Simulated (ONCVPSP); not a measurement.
How hard is this argon ONCV potential?

- Element: Ar
- Generator: ONCVPSP 4.0.1
- Type: optimised norm-conserving Vanderbilt (ONCV)
- Functional: PBE
- Relativity: non-relativistic
- Frozen core: [Ne]
- Valence charge: 8
- Reference configuration: 3s2 3p5.5 (charge +0.5)
- Partial waves: 3s: rc 1.00 bohr, ncon 3, nbas 8, qcut 7.5 1/bohr, 2 projectors, debl 3.7 Ha; 3p: rc 1.00 bohr, ncon 3, nbas 7, qcut 9.1 1/bohr, 3 projectors, debl 0.5 Ha
- Local potential: polynomial inside 0.70 bohr (lpopt 5, dvloc0 0 Ha)
- Core correction: Teter function, fcfact 5.75, rcfact 1.3

In the p channel the program set the typed energies aside and used -0.588, 0.250, 0.750 Ha.

Q: For each optimised wave give the share of its norm inside rc, the residual kinetic energy above qcut (Ha) and the cutoffs (Ha) for errors of 10, 1, 0.1 and 0.01 mHa per electron.

A:

```tsv
wave	norm inside rc	residual KE	10 mHa	1 mHa	0.1 mHa	0.01 mHa
3s	0.222	1.9e-04	14.2	19.4	120.2	280.2
s projector 2	0.055	2.5e-03	21.8	32.6	221.9	358.3
3p	0.166	1.7e-04	6.7	14.2	87.1	233.1
p projector 2	0.043	4.2e-04	6.0	31.1	82.6	212.3
p projector 3	0.034	6.9e-04	6.2	37.4	124.8	290.5
```

The occupied waves need 19 Ha and 120 Ha for 1 and 0.1 mHa. Note: ghosts flagged at negative energy: s at -233.4 eV, p at -207.3 eV; GHOST(+) flags only above 600 eV. A true bound ghost makes a file unfit for plane-wave use.
